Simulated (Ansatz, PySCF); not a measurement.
Process, species as SMILES: CN (CH5N) -> [CH2]N + H atom (the C-H bond at the site shown breaks; other sites are not compared here)
Structures are relaxed separately at B3LYP-D3(BJ)/def2-TZVP in Ansatz (an electronic-structure program), one conformer each, not searched for the lowest.

Wanted: bond dissociation energy (enthalpy at 298 K, with B3LYP-D3(BJ) rigid-rotor harmonic-oscillator terms from PySCF), in kJ/mol. Correlated levels leave the core frozen unless marked. UHF or UKS for open shells. No spin-orbit coupling. No relativistic terms. Basis-set limits of correlation are two-point, X^-3; Hartree-Fock from the larger set. The bracket is a focal-point correction in the basis named.

RI-MP2/CBS(aug-cc-pVTZ,aug-cc-pVQZ)+[CCSD(T)-MP2]/aug-cc-pVTZ (Ansatz) gives 390.9 kJ/mol.

Task: Another calculation gave 365.0 kJ/mol. Which level was it?
(A) SVWN5/def2-TZVPD (Ansatz)
(B) HF/def2-TZVPD (PySCF)
(C) B2GP-PLYP/def2-TZVPD (Ansatz)
(D) r2SCANh/def2-TZVPD (Ansatz)

Result: D, r2SCANh/def2-TZVPD (Ansatz). The others give 376.3 (B2GP-PLYP), 406.4 (SVWN5), 291.0 (HF) kJ/mol.
